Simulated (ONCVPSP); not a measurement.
# What one change does to a pseudopotential (hafnium (Hf), ONCV)

hafnium, optimised norm-conserving Vanderbilt (ONCV), made with ONCVPSP 4.0.1 (PBE, scalar-relativistic). Core [Kr] 4d10, reference 4f14 5s2 5p6 5d2 6s1 (charge +1). Waves: 5s+6s: rc 2.15 bohr, ncon 5, nbas 9, qcut 6.7 1/bohr, 2 projectors; 5p: rc 1.55 bohr, ncon 3, nbas 7, qcut 8.6 1/bohr, 2 projectors, debl 2.6 Ha; 5d: rc 2.35 bohr, ncon 4, nbas 9, qcut 5.9 1/bohr, 3 projectors, debl 2.7 Ha; 4f: rc 0.65 bohr, ncon 3, nbas 8, qcut 24.4 1/bohr, local. Local part: the f channel. Core correction: polynomial model core, fcfact 0.25.

All-electron outer shells of the reference configuration (PBE, scalar-relativistic, ld1.x):

```json
{"shell": "4d", "level (eV)": "-213.60", "outermost node (bohr)": "0.23", "outermost maximum (bohr)": "0.47"}
{"shell": "5s", "level (eV)": "-73.94", "outermost node (bohr)": "0.55", "outermost maximum (bohr)": "1.01"}
{"shell": "5p", "level (eV)": "-42.51", "outermost node (bohr)": "0.60", "outermost maximum (bohr)": "1.16"}
{"shell": "4f", "level (eV)": "-23.76", "outermost node (bohr)": "–", "outermost maximum (bohr)": "0.45"}
{"shell": "6s", "level (eV)": "-10.97", "outermost node (bohr)": "1.36", "outermost maximum (bohr)": "2.78"}
{"shell": "5d", "level (eV)": "-9.21", "outermost node (bohr)": "0.67", "outermost maximum (bohr)": "1.67"}
```

Change: all radii but the core radius scaled by about 0.96 (s 2.06, p 1.48, d 2.26, f 0.62 bohr).

Cutoffs: the cutoffs (Ha) at which the residual kinetic energy of the hardest occupied pseudo-wave falls to 1 and 0.1 mHa per electron; they do not see the model core or the augmentation charge, which bear on the density cutoff. Errors are all-electron minus pseudo energies relative to the spin-unpolarised reference configuration.

Problem. What does the change do?

Solution. The potential gets neither clearly harder nor softer (259 Ha and 283 Ha → 268 Ha and 295 Ha); both files keep a bound ghost (d, p, s); of the 4 tests that both files solve, the error grows in 1 and shrinks in 0 by more than 15 % and 0.3 meV (median size 6.7 → 6.9 meV).

| quantity | base | changed |
| --- | --- | --- |
| cutoff, loose | 259 Ha | 268 Ha |
| cutoff, tight | 283 Ha | 295 Ha |
| loose cutoff by channel | s 15 Ha, p 25 Ha, d 12 Ha, f 259 Ha | s 16 Ha, p 26 Ha, d 12 Ha, f 268 Ha |
| bound ghosts | s, p, d | s, p, d |
| GHOST(+) flags under 300 eV | none | none |
| error for 4f14 5s2 5p6 5d2 6s2, meV [ΔE -7.98 eV] | +2.0 | +2.1 |
| error for 4f14 5s2 5p6 5d2 6s0, meV [ΔE 14.18 eV] | -5.8 | -5.6 |
| error for 4f14 5s2 5p6 5d1 6s0, meV [ΔE 35.97 eV] | -7.6 | -8.1 |
| error for 4f14 5s2 5p6 5d0 6s0, meV [ΔE 68.83 eV] | -20 | -24 |
| rms error of d²Exc/dni dnj with the model core, mHa | 2.04 | 1.93 |

 A true bound ghost makes a file unfit for plane-wave use even where its test errors are small: the radial tests pick states by their node count and pass the ghost by.
